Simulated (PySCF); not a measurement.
## How methods differ on the ionisation energy of Yb⁴⁸⁺

Yb⁴⁸⁺ [Ar] 3d4 [3d3/2^4, M_J = 0] → Yb⁴⁹⁺ [Ar] 3d3 [3d3/2^3, M_J = 3/2], as a difference of total energies. Computed with PySCF 2.14 in an uncontracted even-tempered set (15 s from 12 bohr⁻², ratio 2.8; 12 p from 16 bohr⁻², ratio 2.8; 8 d from 16 bohr⁻², ratio 2.8; 3 f from 52 bohr⁻², ratio 3), with the two-component X2C-1e Hamiltonian. Correlated levels: [Ne] frozen; the 72 highest virtual spinors dropped. "Screened" scales the spin-orbit matrix elements by Boettger's factors to mimic the two-electron term; Breit and QED terms are absent.

```csv
method,ionisation energy (eV)
GHF (spin-free),4215.0
GMP2 (spin-free),4215.0
GHF (screened spin-orbit),4239.8
GMP2 (screened spin-orbit),4240.7
```

Breit and QED terms and the two-electron picture change are absent.

The spin-free rows relax to the high-spin LS determinant and lack the spin-orbit shift.

The labels give the starting determinants; with spin-orbit coupling the two ends relaxed to ⟨J²⟩ = 0.00, ⟨L²⟩ = 2.45, ⟨S²⟩ = 2.45 and ⟨J²⟩ = 3.77, ⟨L²⟩ = 7.75, ⟨S²⟩ = 2.10.

For comparison: 4238 ± 4 eV (theoretical estimate listed by NIST; NIST Atomic Spectra Database, ionization energies).
